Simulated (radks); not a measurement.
The numbers below are computed, except where a source is named.
Species: the sulfur ion S+. Configuration: [Ne] 3s2 3p3 (the NIST ground configuration).

Level of theory: Dirac Kohn-Sham, BLYP, spin-unpolarised, spherical densities, finite nucleus; open shells fill j = l - 1/2 first; Fermi nuclear charge, rms radius 3.2611 fm (a radial shooting solver on a logarithmic mesh with Libxc functionals).

Energy parts (eV):
part                      energy
total                 -10852.132
kinetic                10901.563
electron-nucleus      -25715.189
Hartree                 4651.193
exchange-correlation    -689.698

Orbitals (lengths in bohr, moments of r in powers of bohr):
orbital  occ.  eigenvalue (eV)      <r^4>
1s1/2       2        -2419.093  0.0004122
2s1/2       2        -223.2306     0.1359
2p1/2       2        -169.1081     0.1281
2p3/2       4        -167.8411     0.1304
3s1/2       2         -27.4477      15.79
3p1/2       2         -16.6936      32.26
3p3/2       1         -16.5929      32.76

The highest occupied level is 3p3/2 at -16.593 eV. The density falls to 0.001 e/bohr^3 at r = 3.72 bohr. The electron density at the nucleus is 2950 e/bohr^3. For comparison, the ionisation energy in NIST's Atomic Spectra Database is 23.338 eV (measured). In exact Kohn-Sham theory the highest level is minus the ionisation energy, but local and semilocal functionals leave it too shallow, through self-interaction and a potential that decays too fast; potentials with the right tail come closer. Summed over all electrons, <r^2> = 20.99 bohr^2, which gives a Langevin (diamagnetic) susceptibility term of -16.6 x 10^-6 cm^3/mol.

Beside tabulated values, note that spin-unpolarised runs miss the spin-polarisation part of the exchange energy of open shells.
